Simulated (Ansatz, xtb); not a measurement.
# C4H4N4: which of two isomers lies lower

Structure I: `N#Cc1n[nH]cc1N`, a singlet. Structure II: `Cn1ncc(C#N)n1`, a singlet. Both are isolated molecules in the gas phase, relaxed with B3LYP/def2-SVP; the shapes shown needn't be the lowest conformers.

I (Å):

```xyz
12

C    -0.8863   -3.4983   -0.3154
C    -1.0012   -2.1213   -0.6659
C    -0.7646    0.0825   -0.7123
C    -0.3570   -1.0336    0.0086
N    -0.7387   -4.5997    0.0241
N    -1.7379   -1.6973   -1.7065
N    -1.5784   -0.3884   -1.7099
N     0.4217   -1.1106    1.1483
H    -2.0470    0.1627   -2.4196
H    -0.5496    1.1406   -0.5886
H     1.1025   -0.3703    1.2737
H     0.8087   -2.0280    1.3449
```

II (Å):

```yaml
atoms:
  - { symbol: C, position_ang: [-0.1180, -2.7398, -1.8806] }
  - { symbol: C, position_ang: [-0.0109, 0.0047, 0.2801] }
  - { symbol: C, position_ang: [-1.2462, -0.5905, 0.6329] }
  - { symbol: C, position_ang: [-2.2025, -0.1728, 1.6058] }
  - { symbol: N, position_ang: [-0.3242, -1.7240, -0.8633] }
  - { symbol: N, position_ang: [0.5439, -0.7378, -0.6714] }
  - { symbol: N, position_ang: [-2.9580, 0.1978, 2.4047] }
  - { symbol: N, position_ang: [-1.4104, -1.6891, -0.1210] }
  - { symbol: H, position_ang: [-0.4350, -2.3646, -2.8658] }
  - { symbol: H, position_ang: [-0.7148, -3.6188, -1.6109] }
  - { symbol: H, position_ang: [0.9491, -2.9925, -1.9132] }
  - { symbol: H, position_ang: [0.4687, 0.8987, 0.6716] }
```

**Question.** Which of the two would you expect CCSD(T)/def2-SVP + ΔMP2/def2-TZVPP electronic energies to favour?

**Answer.** Structure I; the calculation gives E(II) − E(I) = +7.4 kcal/mol.

How the difference moves with the method:

| level | geometry | E(II) − E(I) (kcal/mol) | departure from the last row (kcal/mol) | job, with rough time for the two |
| --- | --- | --- | --- | --- |
| GFN2-xTB | GFN2-xTB | −1.7 | −9.1 | optimisation, 0.12 s |
| HF/STO-3G | GFN2-xTB | −8.5 | −15.9 | single point, 0.32 s |
| r2SCAN-D4/def2-SVP | GFN2-xTB | +9.8 | +2.4 | single point, 3.3 s |
| B3LYP/def2-SVP | B3LYP/def2-SVP | +8.2 | +0.8 | optimisation, 35 s |
| HF/def2-SVP | B3LYP/def2-SVP | +8.0 | +0.6 | part of the CCSD(T) run |
| MP2/def2-SVP | B3LYP/def2-SVP | +5.6 | −1.8 | part of the CCSD(T) run |
| CCSD(T)/def2-SVP | B3LYP/def2-SVP | +4.8 | −2.6 | single point |
| CCSD(T)/def2-SVP + ΔMP2/def2-TZVPP | B3LYP/def2-SVP | +7.4 |  | single point, 54 s |

As drawn, II has 1 N∷N, 3 C–H in place of 1 C∷C, 3 N–H (∷ is an aromatic bond).

GFN2-xTB, HF/STO-3G put the two in the other order. The largest departure from CCSD(T)/def2-SVP + ΔMP2/def2-TZVPP is that of HF/STO-3G, 15.9 kcal/mol. A small imaginary or near-zero mode remains, so no thermal terms are given. The last row adds to CCSD(T) the change of the MP2 difference between the two basis sets, here +2.6 kcal/mol.

The correlated steps freeze 8 core orbitals. Codes used: Ansatz 0.2.0, xtb 6.7.1; the last row on 4 threads of Arm Neoverse V2 on a shared host.
